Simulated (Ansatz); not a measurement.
```yaml
crystal:
  periodic: [false, false, false]
  atoms:
    - {symbol: Nb, position_ang: [0.077050, 0.057063, 0.176282]}
    - {symbol: O, position_ang: [0.027966, -0.060516, 1.758442]}
    - {symbol: Cl, position_ang: [2.305046, 0.052839, -0.237283]}
    - {symbol: Cl, position_ang: [-0.185746, 2.484818, -0.423998]}
    - {symbol: Cl, position_ang: [-2.281226, -0.293598, -0.436198]}
    - {symbol: Cl, position_ang: [0.130083, -2.369055, -0.395943]}
basis:
  gaussian: {orbitals: cc-pVTZ-DK}
magnetization: {spin_polarized: true, initial_magnetization: 1}
hamiltonian: {xc: {name: HF}, pseudopotentials: {relativity: none}}
correlation: {electrons: all}
scf: {omitted_lower_state_checks: [starts]}
relax: {f_tol: 0.0001, max_steps: 3}
```

```sh
$ ansatz run in.yaml --threads 4 --pin off --events-out ev --progress --plain --max-ram 4787MiB
```

Shortened log:

```
Error: invalid value for `correlation`: name a method or an active space
```

DK, ANO-RCC and x2c sets are all-electron and run with scalar relativity unless a key says otherwise.
